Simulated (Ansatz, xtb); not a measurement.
Molecule: sum formula TaOF$_{2}$, net charge 0, doublet state. The spin state was set by rule; other spins were not relaxed. 
Structure (B3LYP-D3(BJ)/def2-TZVP (Ansatz, a quantum-chemistry and plane-wave program) minimum search):
```xyz
4

Ta     0.0002    -0.0001     0.0000
O      1.5898    -0.5544    -0.3523
F     -0.6091    -0.4706     1.7282
F     -0.8054     0.9639    -1.4147
```
Charge 0, spin multiplicity 2.

Harmonic wavenumbers from GFN2-xTB (xtb, at its own minimum), cm⁻¹: 112, 128, 166, 412, 446, 736.

Question: Give the harmonic wavenumbers at B3LYP-D3(BJ)/def2-TZVP (Ansatz, finite differences of forces, unscaled).

Answer: 34, 164, 252, 658, 668, 1005 cm⁻¹. Zero-point energy 4.0 kcal/mol.
